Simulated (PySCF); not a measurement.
This PySCF input asks for the NMR shieldings of `C=C(C)[Si@@H](O)SC[SiH2]C`, C₅H₁₄OSSi₂; the geometry comes from GFN2-xTB.

```python
import basis_set_exchange as bse
import numpy as np
from pyscf import gto, dft
from pyscf.prop import nmr

atoms = """
C    -2.701838    0.442553    1.109384
C    -2.115926   -0.021831    0.013083
C    -2.283691   -1.447276   -0.416593
Si   -1.012278    1.072774   -1.068443
O    -1.776163    2.385775   -1.639200
S     0.631628    1.780379    0.123972
C     1.060562    0.294170    1.103458
Si    2.095933   -0.963381    0.113885
C     3.706216   -0.138477   -0.442393
H    -3.330135   -0.176604    1.733435
H    -2.580843    1.464064    1.433251
H    -1.315432   -1.946546   -0.454615
H    -2.932581   -1.992723    0.265845
H    -2.713258   -1.483770   -1.416660
H    -0.547199    0.379478   -2.260829
H    -1.693296    3.237403   -1.218017
H     0.128334   -0.130167    1.469986
H     1.613246    0.676194    1.959432
H     2.333619   -2.106434    1.005454
H     1.312597   -1.405328   -1.048200
H     3.500756    0.784680   -0.978056
H     4.275844   -0.787427   -1.100794
H     4.339153    0.109479    0.405617
"""
names = dict.fromkeys(["C", "Si", "O", "S", "H"], "pcSseg-1")
basis = {el: gto.basis.parse(bse.get_basis(n, elements=[el], fmt="nwchem")) for el, n in names.items()}
mol = gto.M(atom=atoms, basis=basis, charge=0, verbose=0)
mf = dft.RKS(mol, xc="PBE0")
mf.grids.level = 2
mf.grids.alignment = dft.numint.BLKSIZE   # the property module wants whole blocks of grid points
mf.conv_tol = 1e-9
mf.kernel()

calc = nmr.RKS(mf)   # GIAO
C = mf.mo_coeff
Co = C[:, mf.mo_occ > 0]
resp = mf.gen_response(singlet=True, hermi=2)
def vind(x):   # induced exchange potential for any number of trial vectors
    d = np.einsum("pi,xij,qj->xpq", C, 2 * x.reshape(-1, C.shape[1], Co.shape[1]), Co, optimize=True)
    return np.einsum("xpq,pi,qj->xij", resp(d - d.transpose(0, 2, 1)), C, Co, optimize=True).ravel()
mo1, _ = nmr.rhf.solve_mo1(calc, with_cphf=vind)
sigma = calc.kernel(mo1)
for i, s in enumerate(sigma):   # ppm
    print("%2d %-2s %9.2f" % (i, mol.atom_pure_symbol(i), np.trace(s) / 3))
```

Question: What does it print?

Answer: 
```
 0 C      51.78
 1 C      32.84
 2 C     158.61
 3 Si    355.56
 4 O     299.76
 5 S     667.55
 6 C     173.99
 7 Si    392.85
 8 C     196.00
 9 H      25.37
10 H      25.87
11 H      29.79
12 H      29.79
13 H      29.51
14 H      26.15
15 H      30.00
16 H      29.86
17 H      30.15
18 H      27.49
19 H      27.74
20 H      30.71
21 H      31.63
22 H      31.69
```

These numbers come from an equivalent density-fitted implementation of the same equations, which agrees with the script to about 0.01 ppm for H and up to a few tenths of a ppm for heavy atoms, so last digits may differ.

Question: Turn these shieldings into chemical shifts. δ = σ(ref) − σ, references computed at the same level: 13C (186.93 ppm) and 29Si (349.16 ppm) and 1H (31.72 ppm) against TMS; 17O (336.08 ppm) vs H2O; 33S (503.73 ppm) against CS2.

Answer: Averaging equivalent atoms: C 1: 154.1; C 0: 135.1; C 2: 28.3; C 6: 12.9; C 8: -9.1; Si 3: -6.4; Si 7: -43.7; O 4: 36.3; S 5: -164; H 9: 6.35; H 10: 5.84; H 14: 5.57; H 18: 4.23; H 19: 3.98; H 11/12/13: 2.02; H 16: 1.85; H 15: 1.71; H 17: 1.57; H 20/21/22: 0.37 ppm. Experimental scales use liquid or dissolved standards, which lie at an offset from isolated H2O (liquid H2O: subtract about 36 ppm).

Size and cost of the density-fitted run: 244 basis functions, 69 s wall time on 1 thread of an Arm Neoverse V1, shared host; peak memory 1.1 GiB.
